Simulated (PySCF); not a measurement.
**Pd (palladium, neutral) across methods**

[Kr] 4d9 5s1, high-spin 3D determinant (an excited configuration). Computed with PySCF 2.14 in aug-cc-pVTZ-PP with one added diffuse shell each of s, p, d, f, g type with ECP28MDF (7s7p6d4f3g, 113 functions), with scalar relativity through the core potential.

```csv
method,E (hartree),mean ε 4d α (eV),mean ε 4d β (eV),mean ε 5s α (eV),Σ⟨r²⟩ (bohr²),⟨S²⟩
B3LYP,-127.4657,-8.361,-7.494,-5.306,46.72,2.001
UHF,-126.61239,-13.203,-12.039,-6.472,47.54,2.003
PBE0,-127.4079,-8.677,-7.723,-5.361,46.57,2.001
revPBE,-127.4767,-6.908,-6.007,-4.711,46.83,2.001
TPSSh,-127.3659,-7.601,-6.675,-4.945,46.58,2.002
PBE,-127.4288,-6.973,-6.074,-4.792,46.83,2.001
LDA,-127.1775,-7.173,-6.277,-5.051,46.70,2.000
```

Problem. Estimate the same row for r2SCAN.

Solution. E (hartree) = -127.4512; mean ε 4d α (eV) = -7.205; mean ε 4d β (eV) = -6.172; mean ε 5s α (eV) = -5.027; Σ⟨r²⟩ (bohr²) = 46.26; ⟨S²⟩ = 2.002.

Energies and moments cover only the electrons outside the core potential.
